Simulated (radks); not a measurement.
Q: The mean radii <r> (bohr) of the occupied orbitals of an atom or ion are listed with their occupations. All-electron calculation, Dirac Kohn-Sham, PBE, spin-unpolarised, spherical densities, point nucleus. Program: a radial shooting solver on a logarithmic mesh with Libxc functionals.

| orbital | occ. | <r> |
|---|---|---|
| 1s1/2 | 2 | 0.01932 |
| 2s1/2 | 2 | 0.08123 |
| 2p1/2 | 2 | 0.06740 |
| 2p3/2 | 4 | 0.07502 |
| 3s1/2 | 2 | 0.2121 |
| 3p1/2 | 2 | 0.2020 |
| 3p3/2 | 4 | 0.2162 |
| 3d3/2 | 4 | 0.1898 |
| 3d5/2 | 6 | 0.1942 |
| 4s1/2 | 2 | 0.4779 |
| 4p1/2 | 2 | 0.4850 |
| 4p3/2 | 4 | 0.5177 |
| 4d3/2 | 4 | 0.5410 |
| 4d5/2 | 6 | 0.5525 |
| 5s1/2 | 2 | 1.170 |
| 5p1/2 | 2 | 1.309 |
| 5p3/2 | 4 | 1.419 |
| 4f5/2 | 6 | 0.7133 |
| 4f7/2 | 8 | 0.7287 |
| 6s1/2 | 2 | 3.267 |

Name the element and its charge. Open shells, if any, are shared by 2j + 1.

A: Z = 71, lutetium, charge +1: Lu+ in [Xe] 4f14 6s2. The 1s radius gives Z: for a bare nucleus <r> = (2 gamma + 1)/(2Z) with gamma = sqrt(1 - (Z/c)^2), 0.01909 bohr for Z = 71, and screening makes it slightly larger (0.01932 here). The occupations add up to 70, and the charge is Z minus that.
